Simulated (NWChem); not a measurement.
Molecule: Si2H6O3; SMILES O[SiH]([SiH2]O)O

```xyz
11

O      0.9110    -1.7386    -0.5521
Si    -0.6346    -1.2898    -0.0364
Si    -0.1060     0.9334     0.4770
O      1.5563     0.8810     0.5054
O     -0.7365     1.8736    -0.7445
H      1.0467    -2.6416    -0.8543
H     -1.6490    -1.4913    -1.1191
H     -1.0689    -2.1192     1.1355
H     -0.5413     1.4757     1.7966
H      1.8925     0.1106     0.0234
H     -0.6040     2.8240    -0.6678
```
Atoms are numbered in this order, from 1.

Program: NWChem. Pople sets run with spherical d functions. The geometry was optimised at PBE0/def2-SVP. Isolated, static molecule.

GIAO at B3LYP/6-31G*: principal shieldings of O5 are 214.2, 278.1, 300.0 ppm; an isolated water molecule has σ = 321.2 ppm at the same levels.

Find the isotropic 17O shift, its principal values, the span and the skew.


1. σ(iso) = one third of the sum = 264.1 ppm.
2. δ = σ(reference) − σ = 57.1 ppm against water.
3. δ11, δ22, δ33 = 107.0, 43.1, 21.2 ppm.
4. Span Ω = δ11 − δ33 = 85.8 ppm; skew κ = 3(δ22 − δ(iso))/Ω = -0.49.
